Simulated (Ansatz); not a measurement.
`[SiH3][S][GeH3]` + `N=C=S` → `S=C=[N][GeH3]` + `[SiH3]S`  (ligand exchange at a Ge–S bond)

Computed with Ansatz on PBE0-D4/def2-TZVP structures; ΔE is electronic, products minus reactants. CBS: MP2 limit from def2 TZ/QZ plus the TZ coupled-cluster correction, frozen cores. This one scheme is used for every species. DFT in def2-TZVPP. For Ge outer-core shells are correlated without core-valence functions, which leaves a few kJ/mol of doubt a bond. Scalar relativity is left out up to krypton. Each species was taken in one conformer, which may not be the lowest.

`[SiH3][S][GeH3]`:

```xyz
9

Si    0.134   -1.017    1.280
S     0.338   -1.167   -0.836
Ge   -0.114    0.953   -1.348
H     1.097   -0.033    1.841
H     0.415   -2.367    1.827
H    -1.240   -0.595    1.658
H    -0.002    1.041   -2.874
H     0.907    1.877   -0.667
H    -1.534    1.306   -0.880
```

`N=C=S`:

Cartesian coordinates in Å:
```
N -0.287 0.745 0.232
C 0.304 -0.222 -0.154
S 1.191 -1.393 -0.690
H -1.208 0.870 0.612
```

`S=C=[N][GeH3]`:

Cartesian coordinates in Å:
```
S 2.077 2.397 1.174
C 1.118 1.211 0.789
N 0.398 0.302 0.536
Ge -0.699 -0.780 -0.450
H 0.036 -1.100 -1.755
H -0.935 -2.030 0.399
H -1.994 0.001 -0.693
```

`[SiH3]S`:

Z-matrix (Å, degrees):
```
Si
S 1 2.137
H 1 1.485 2 111.6
H 1 1.485 2 111.6 3 -122.0
H 1 1.482 2 104.8 3 119.0
H 2 1.344 1 94.7 3 60.9
```

CCSD(T)/CBS gives +1.2 kJ/mol.

(1) Another level gave +13.6 kJ/mol. Which?
A. PBE-QIDH/def2-TZVPP
B. revPBE-D4/def2-TZVPP
C. CAM-B3LYP-D4/def2-TZVPP
D. PBE0-D4/def2-TZVPP

Largest T1 diagnostic among the species: 0.019.

Results:

(1) B. revPBE-D4 13.6, PBE-QIDH 0.5, PBE0-D4 9.0, CAM-B3LYP-D4 -4.0 kJ/mol.

The D4 term adds +4.9 kJ/mol with B3LYP and +2.5 kJ/mol with PBE0; it sums over pairs of atoms, weighted by their polarisabilities, and B3LYP, whose exchange is more repulsive, gets the larger term. At CCSD(T), def2-SVP lies −8.8 kJ/mol from the extrapolated value and def2-TZVPP −4.7 kJ/mol.

B3LYP here is the variant with VWN-RPA as its local correlation; programs differ in this.
